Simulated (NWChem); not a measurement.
# CdNH₃; SMILES [NH2][CdH]

All runs: NWChem. All runs use the structure optimised with PBE0/def2-SVP. def2 effective core potentials on Cd; no spin-orbit coupling. Level M06-L/def2-SVP: energy and gradient on several grids; changes count from the extra-fine grid, which is no exact limit either.

```json
[
 {"grid": "xcoarse", "size of the energy change (μHa)": "3000", "largest change of a gradient component (μHa/bohr)": "6000"},
 {"grid": "coarse", "size of the energy change (μHa)": "400", "largest change of a gradient component (μHa/bohr)": "900"},
 {"grid": "medium", "size of the energy change (μHa)": "20", "largest change of a gradient component (μHa/bohr)": "800"},
 {"grid": "fine", "size of the energy change (μHa)": "< 10", "largest change of a gradient component (μHa/bohr)": "300"},
 {"grid": "xfine", "size of the energy change (μHa)": "< 10", "largest change of a gradient component (μHa/bohr)": "< 30"}
]
```
